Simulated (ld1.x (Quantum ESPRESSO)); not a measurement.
## Reading a pseudo-wave (Er)

Columns: radius, all-electron u(r) and pseudo u(r) of the 6s shell (level -4.88 eV) of erbium in the configuration [Kr] 4d10 4f12 5s2 5p6 5d0 6s1 6p1; LDA (PZ), scalar-relativistic, PAW scheme, ld1.x (Quantum ESPRESSO) 7.5.

| r (bohr) | all-electron | pseudo |
| --- | --- | --- |
| 0.113 | 0.0410 | 0.1162 |
| 0.225 | 0.0520 | 0.2225 |
| 0.338 | -0.1312 | 0.3130 |
| 0.450 | -0.1452 | 0.3802 |
| 0.563 | -0.0319 | 0.4215 |
| 0.675 | 0.1028 | 0.4352 |
| 0.788 | 0.2049 | 0.4229 |
| 0.900 | 0.2569 | 0.3881 |
| 1.013 | 0.2631 | 0.3346 |
| 1.125 | 0.2338 | 0.2686 |
| 1.238 | 0.1797 | 0.1935 |
| 1.350 | 0.1112 | 0.1150 |
| 1.463 | 0.0347 | 0.0346 |
| 1.575 | -0.0432 | -0.0438 |
| 1.688 | -0.1199 | -0.1201 |
| 1.800 | -0.1917 | -0.1917 |
| 1.913 | -0.2583 | -0.2583 |
| 2.025 | -0.3177 | -0.3177 |
| 2.138 | -0.3705 | -0.3705 |
| 2.250 | -0.4159 | -0.4159 |
| 2.363 | -0.4548 | -0.4548 |
| 2.475 | -0.4871 | -0.4871 |
| 2.588 | -0.5135 | -0.5135 |
| 2.700 | -0.5343 | -0.5343 |
| 2.813 | -0.5503 | -0.5503 |
| 2.925 | -0.5616 | -0.5616 |

(1) How many radial nodes do the two functions have?

(2) At about which radius was the pseudo-wave matched?

(3) Is the pseudo-wave norm-conserving?

Answers

(1) The all-electron 6s function has n − l − 1 = 5 (the table is too coarse to show those close to the nucleus); the pseudo-wave has 1, since 1 lower shell of the same l stays in the valence.

(2) 1.85 bohr. The columns agree to 0.0005 from 1.69 bohr on; several derivatives are matched, so the curves merge somewhat inside the radius.

(3) No, it belongs to a PAW set: the norm inside the radius is not constrained, and the difference is carried by the augmentation charge.
